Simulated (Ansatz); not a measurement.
This geometry of C2H4BBrO (9 atoms, charge 0, multiplicity 1) is a first-order saddle point.

Level of theory: RKS PBE0-D4/def2-SVP in Ansatz 0.2.0.

```xyz
9
Properties=species:S:1:pos:R:3
B -0.667 1.250 0.881
C -0.009 0.103 0.084
Br 1.807 0.559 0.571
C -0.232 -0.941 -0.718
O 0.666 -1.767 -1.264
H -0.948 1.092 2.047
H -0.821 2.334 0.367
H -1.261 -1.195 -0.992
H 1.553 -1.483 -0.993
```

**Question.** Which two structures does it join? (They come from a converged band through this point; their orientation in space is the band's.)

**Answer.** No bond is made or broken. The dihedral H6–B1–C2–Br3 goes from 180 to 1°. The two ends are copies of one structure, up to a mirror image or an exchange of like atoms.

First end point:

```xyz
9
Properties=species:S:1:pos:R:3
B -0.713 1.222 0.793
C 0.243 0.271 0.112
Br 2.124 0.608 -0.013
C -0.172 -0.895 -0.462
O 0.571 -1.785 -1.075
H -1.882 0.909 0.813
H -0.346 2.253 1.300
H -1.235 -1.159 -0.432
H 1.497 -1.470 -1.053
```

Last end point:

```xyz
9
Properties=species:S:1:pos:R:3
B -0.713 1.224 0.792
C 0.241 0.270 0.112
Br 2.122 0.610 -0.018
C -0.173 -0.899 -0.459
O 0.572 -1.785 -1.075
H -0.343 2.261 1.283
H -1.880 0.905 0.828
H -1.234 -1.167 -0.424
H 1.497 -1.467 -1.056
```

**Question.** How far does it lie above each of them?

**Answer.** 14.8 kcal/mol above the first and 14.8 kcal/mol above the second. This is the barrier of this one path; another mechanism may lie lower.

Run time: 5.8 min on 2 threads of AMD EPYC 7R43 64-Core Processor (Zen 3), on a shared host, peak memory 0.29 GiB.
